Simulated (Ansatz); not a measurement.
Two isomers of C4H8BN: A = `BCC=C=NC`, B = `C=CB(C)C=N`.

Isolated molecules relaxed with PBE0-D4/def2-TZVP in Ansatz; ΔE leaves out vibrations. CCSD(T)/CBS is the MP2 limit (def2-TZVPP, def2-QZVPP) plus CCSD(T) − MP2 in def2-TZVPP, frozen cores. DFT in def2-TZVPP. B3LYP here is the variant with VWN-RPA as its local correlation; programs differ in this. Each species was taken in one conformer, which may not be the lowest.

(1) Which is lower in electronic energy at CCSD(T)/CBS, and by how much? (Estimate.)

(2) Give E(B) − E(A) in kJ/mol with B3LYP-D4, B3LYP, ωB97M-V, MP2/def2-TZVPP, HF/def2-TZVPP, B2PLYP, CCSD(T)/def2-TZVPP. (An estimate is asked.)

Largest T1 diagnostic: 0.013.

Results:

(1) Computed: B, by 130.0 kJ/mol.

(2) The calculation gave: B3LYP-D4 -114.8, B3LYP -109.7, ωB97M-V -120.8, MP2/def2-TZVPP -120.3, HF/def2-TZVPP -116.1, B2PLYP -115.0, CCSD(T)/def2-TZVPP -128.6. None reverses the order clearly.

From PBE to PBE0 (25 % exact exchange), in def2-TZVPP and without D4, E(B) − E(A) moves by −3.5 kJ/mol. In def2-TZVPP, CCSD(T) changes the Hartree–Fock value by −12.4 kJ/mol (the triples alone add −1.2 kJ/mol) and MP2 by −4.2 kJ/mol.
